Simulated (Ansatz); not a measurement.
A nudged elastic band was laid between two geometries of CH₅BSSe₂ (10 atoms, charge 0, multiplicity 1).

The calculation used RKS B3LYP-D4/def2-SVP in Ansatz 0.2.0.

* movable images: 9
* climbing image: yes
* spring: 5.0 eV/Å²
* optimiser: quadratic models (default)
* start path: through a guess of the saddle point
* force threshold: 0.05 eV/Å
* iteration limit: 49
* end points: relaxed

Image 0:

```xyz
10
Properties=species:S:1:pos:R:3
B -0.345 0.238 1.713
C -0.162 -0.540 0.370
S 1.402 0.512 0.507
Se -1.349 -0.152 -1.099
Se -0.200 -1.122 -2.922
H -0.015 -0.299 2.740
H -0.977 1.265 1.722
H 0.165 -1.585 0.382
H 0.918 1.581 -0.170
H 0.647 0.051 -3.240
```

Image 10:

```xyz
10
Properties=species:S:1:pos:R:3
B -0.382 0.152 1.709
C -0.040 -0.371 0.275
S 1.429 0.721 0.737
Se -1.138 0.207 -1.202
Se 0.257 -0.205 -3.065
H -0.102 -0.541 2.655
H -1.084 1.124 1.835
H 0.354 -1.384 0.142
H 0.942 1.859 0.187
H -0.153 -1.613 -3.271
```

(1) What changes between the two ends?

(2) Give the energies along the band, and the barrier.

(3) What is the geometry of the highest image?

(4) What are the harmonic wavenumbers there?

## Answers

(1) No bond is made or broken. The dihedral C2–Se4–Se5–H10 goes from -87 to 87°.

(2) The run converged. The highest image is number 5 of 0 to 10, 6.0 kcal/mol above the ends, which have the same energy within 2 meV. A vibrational analysis at the climbing image gives one clearly imaginary mode, 297i cm⁻¹: a first-order saddle point.

| image | path coordinate (Å) | energy (kcal/mol) | dihedral C2–Se4–Se5–H10 (°) |
| --- | --- | --- | --- |
| 0 | 0.00 | 0.0 | -87 |
| 1 | 0.37 | 0.3 | -76 |
| 2 | 0.74 | 1.2 | -62 |
| 3 | 1.11 | 2.7 | -44 |
| 4 | 1.48 | 4.8 | -22 |
| 5 | 1.85 | 6.0 | 1 |
| 6 | 2.25 | 4.8 | 26 |
| 7 | 2.66 | 2.7 | 49 |
| 8 | 3.06 | 1.1 | 66 |
| 9 | 3.46 | 0.2 | 80 |
| 10 | 3.86 | 0.0 | 87 |

(3) 
```xyz
10
Properties=species:S:1:pos:R:3
B -0.296 0.193 1.653
C -0.193 -0.449 0.228
S 1.340 0.663 0.373
Se -1.498 0.024 -1.089
Se -0.282 -0.512 -3.123
H 0.133 -0.437 2.587
H -0.967 1.180 1.817
H 0.177 -1.475 0.127
H 0.768 1.753 -0.192
H 0.900 -0.989 -2.378
```

(4) 297i, 59, 107, 210, 240, 282, 292, 446, 538, 591, 707, 716, 804, 918, 945, 1003, 1080, 1172, 1206, 2412, 2564, 2658, 2665, 3151 cm⁻¹.

The run took 8.9 min on 2 threads of Intel(R) Xeon(R) Platinum 8488C (Sapphire Rapids) (shared host), peak memory 0.46 GiB.
